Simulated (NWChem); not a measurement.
System: C3H7Br; SMILES CC(C)Br

Input file for NWChem:

```
start job
memory heap 200 mb stack 900 mb global 1100 mb
geometry units angstroms noautosym nocenter noautoz
  C      0.139103    -1.545987    -1.268203
  C     -0.400328    -0.921042     0.000000
  C      0.139103    -1.545987     1.268203
  Br     0.003670     1.009201     0.000000
  H      1.236865    -1.477536    -1.305283
  H     -0.139849    -2.612511    -1.298821
  H     -0.267995    -1.058060    -2.164553
  H     -1.499436    -0.944489     0.000000
  H      1.236865    -1.477536     1.305283
  H     -0.139849    -2.612511     1.298821
  H     -0.267995    -1.058060     2.164553
end
basis spherical
  C library 6-31g*
  Br library 6-31g*
  H library 6-31g*
end
dft
  xc b3lyp
  iterations 150
end
property
  response 1 0.0773
end
task dft property
```

NWChem printed, in part:

```
             Northwest Computational Chemistry Package (NWChem) 7.3.0
             --------------------------------------------------------

                             Geometry "geometry" -> ""
                             -------------------------

 Output coordinates in angstroms (scale by  1.889725989 to convert to a.u.)

  No.       Tag          Charge          X              Y              Z
 ---- ---------------- ---------- -------------- -------------- --------------
    1 C                    6.0000     0.13910300    -1.54598700    -1.26820300
    2 C                    6.0000    -0.40032800    -0.92104200     0.00000000
    3 C                    6.0000     0.13910300    -1.54598700     1.26820300
    4 Br                  35.0000     0.00367000     1.00920100     0.00000000
    5 H                    1.0000     1.23686500    -1.47753600    -1.30528300
    6 H                    1.0000    -0.13984900    -2.61251100    -1.29882100
    7 H                    1.0000    -0.26799500    -1.05806000    -2.16455300
    8 H                    1.0000    -1.49943600    -0.94448900     0.00000000
    9 H                    1.0000     1.23686500    -1.47753600     1.30528300
   10 H                    1.0000    -0.13984900    -2.61251100     1.29882100
   11 H                    1.0000    -0.26799500    -1.05806000     2.16455300

 Effective nuclear repulsion energy (a.u.)     251.1002498302

                              NWChem Property Module
                              ----------------------

                                 NWChem DFT Module
                                 -----------------

 Summary of "ao basis" -> "ao basis" (spherical)
 ------------------------------------------------------------------------------
       Tag                 Description            Shells   Functions and Types
 ---------------- ------------------------------  ------  ---------------------
 C                           6-31g*                  6       14   3s2p1d
 Br                          6-31g*                 12       32   5s4p3d
 H                           6-31g*                  2        2   2s

            General Information
            -------------------
          SCF calculation type: DFT
          Wavefunction type:  closed shell.
          No. of atoms     :    11
          No. of electrons :    60
           Alpha electrons :    30
            Beta electrons :    30
          Charge           :     0
          Spin multiplicity:     1
          Use of symmetry is: off; symmetry adaption is: off
          Maximum number of iterations: 150
          AO basis - number of functions:    88
                     number of shells:    44
          Convergence on energy requested:  1.00D-06
          Convergence on density requested:  1.00D-05
          Convergence on gradient requested:  5.00D-04

              XC Information
              --------------
                         B3LYP Method XC Potential
                     Hartree-Fock (Exact) Exchange  0.200
                        Slater Exchange Functional  0.800 local
                    Becke 1988 Exchange Functional  0.720 non-local
              Lee-Yang-Parr Correlation Functional  0.810
                  VWN I RPA Correlation Functional  0.190 local

             Grid Information
             ----------------
          Grid used for XC integration:  medium
          Radial quadrature: Mura-Knowles
          Angular quadrature: Lebedev.
          Tag              B.-S. Rad. Rad. Pts. Rad. Cut. Ang. Pts.
          ---              ---------- --------- --------- ---------
          C                   0.70       49          10.0       434
          Br                  1.15      112          10.0       590
          H                   0.35       45          11.0       434
          Grid pruning is: on
          Number of quadrature shells:   574
          Spatial weights used:  Erf1

      Superposition of Atomic Density Guess
      -------------------------------------

 Sum of atomic energies:       -2688.55566875

      Non-variational initial energy
      ------------------------------

 Total energy =   -2690.761858
 1-e energy   =   -4235.868323
 2-e energy   =    1294.006215
 HOMO         =      -0.350331
 LUMO         =       0.036049

   convergence    iter        energy       DeltaE   RMS-Dens  Diis-err
 ---------------- ----- ----------------- --------- --------- ---------
 d= 0,ls=0.0,diis     1  -2692.3609313007 -2.94D+03  1.02D-02  4.81D-01
 d= 0,ls=0.0,diis     2  -2692.3551972641  5.73D-03  7.45D-03  5.15D-01
 d= 0,ls=0.0,diis     3  -2692.4122641666 -5.71D-02  1.89D-03  4.46D-02
 d= 0,ls=0.0,diis     4  -2692.4182031550 -5.94D-03  2.43D-04  8.86D-04
 d= 0,ls=0.0,diis     5  -2692.4182937830 -9.06D-05  6.59D-05  6.37D-05
  Resetting Diis
 d= 0,ls=0.0,diis     6  -2692.4183013894 -7.61D-06  1.21D-05  2.21D-06
 d= 0,ls=0.0,diis     7  -2692.4183016140 -2.25D-07  6.22D-06  1.65D-07

         Total DFT energy =    -2692.418301613967
      One electron energy =    -4239.911157636711
           Coulomb energy =     1406.641035587418
    Exchange-Corr. energy =     -110.248429394861
 Nuclear repulsion energy =      251.100249830187

 Numeric. integr. density =       60.000013876374

                       DFT Final Molecular Orbital Analysis
                       ------------------------------------

 Vector   28  Occ=2.000000D+00  E=-3.397017D-01
              MO Center= -7.3D-02, -3.9D-01,  1.6D-08, r^2= 3.9D+00
   Bfn.  Coefficient  Atom+Function         Bfn.  Coefficient  Atom+Function
  ----- ------------  ---------------      ----- ------------  ---------------
    54      0.533357   4 Br py               18     -0.252933   2 C  py
    50     -0.241505   4 Br py                4      0.163094   1 C  py
    32      0.163094   3 C  py               58      0.158691   4 Br py
    78     -0.153996   6 H  s                86     -0.153996  10 H  s
    22     -0.139176   2 C  py               77     -0.135034   6 H  s

 Vector   29  Occ=2.000000D+00  E=-2.715002D-01
              MO Center= -3.6D-02,  8.4D-01, -1.5D-07, r^2= 1.9D+00
   Bfn.  Coefficient  Atom+Function         Bfn.  Coefficient  Atom+Function
  ----- ------------  ---------------      ----- ------------  ---------------
    53      0.735855   4 Br px               57      0.348338   4 Br px
    49     -0.331339   4 Br px               54     -0.164147   4 Br py
    82      0.133096   8 H  s                17     -0.122852   2 C  px
    45      0.099357   4 Br px               81      0.097382   8 H  s
     6     -0.085343   1 C  s                34     -0.085342   3 C  s

 Vector   30  Occ=2.000000D+00  E=-2.713871D-01
              MO Center= -3.7D-03,  8.2D-01,  1.6D-07, r^2= 2.0D+00
   Bfn.  Coefficient  Atom+Function         Bfn.  Coefficient  Atom+Function
  ----- ------------  ---------------      ----- ------------  ---------------
    55      0.759207   4 Br pz               59      0.354897   4 Br pz
    51     -0.341315   4 Br pz               47      0.102340   4 Br pz
    19     -0.100819   2 C  pz                6      0.096005   1 C  s
    34     -0.096006   3 C  s                 4      0.086504   1 C  py
    32     -0.086505   3 C  py               78     -0.077596   6 H  s

 Vector   31  Occ=0.000000D+00  E= 1.380952D-03
              MO Center= -1.1D-01,  2.0D-01,  5.0D-10, r^2= 3.4D+00
   Bfn.  Coefficient  Atom+Function         Bfn.  Coefficient  Atom+Function
  ----- ------------  ---------------      ----- ------------  ---------------
    20      0.826134   2 C  s                58      0.738081   4 Br py
    22      0.613188   2 C  py               54      0.461604   4 Br py
    18      0.426967   2 C  py               56     -0.408512   4 Br s
    52      0.235079   4 Br s                50     -0.197556   4 Br py
    78      0.163825   6 H  s                86      0.163825  10 H  s

 Vector   32  Occ=0.000000D+00  E= 8.386343D-02
              MO Center= -3.7D-01, -1.6D+00,  3.4D-08, r^2= 5.4D+00
   Bfn.  Coefficient  Atom+Function         Bfn.  Coefficient  Atom+Function
  ----- ------------  ---------------      ----- ------------  ---------------
     6      1.137290   1 C  s                34      1.137290   3 C  s
    82     -0.887695   8 H  s                78     -0.849389   6 H  s
    86     -0.849389  10 H  s                20      0.806651   2 C  s
    80     -0.550812   7 H  s                88     -0.550812  11 H  s
    21     -0.463016   2 C  px               76     -0.402818   5 H  s

 Vector   33  Occ=0.000000D+00  E= 1.258650D-01
              MO Center=  1.3D-01, -1.3D+00,  3.5D-08, r^2= 5.2D+00
   Bfn.  Coefficient  Atom+Function         Bfn.  Coefficient  Atom+Function
  ----- ------------  ---------------      ----- ------------  ---------------
    82      1.234579   8 H  s                76     -1.013389   5 H  s
    84     -1.013389   9 H  s                20     -0.849085   2 C  s
     6      0.743258   1 C  s                34      0.743258   3 C  s
    21      0.544381   2 C  px                7      0.448264   1 C  px
    35      0.448264   3 C  px               78     -0.307887   6 H  s

     Multipole analysis of the density
     ---------------------------------

[...]

 DFT Linear Response polarizability / au
 Frequency  =       0.0773000 / au
 Wavelength =     589.4353558 / nm
              X              Y              Z
 -----------------------------------------------
 X      40.1973587      1.4991047     -0.0000000
 Y       1.4991060     63.5399689      0.0000000
 Z      -0.0000000      0.0000000     45.2488958
 -----------------------------------------------
 Eigenvalues =      40.1014774     63.6358503     45.2488958
 Isotropic   =      49.6620745
 Anisotropic =      21.4294508
 -----------------------------------------------

 Magnetic Dipole Response Matrix (nonzero elements):

 Exiting AOResponse driver routine
```

Level: B3LYP/6-31G* (spherical d). Structure relaxed at the PBE0/def2-SVP level.
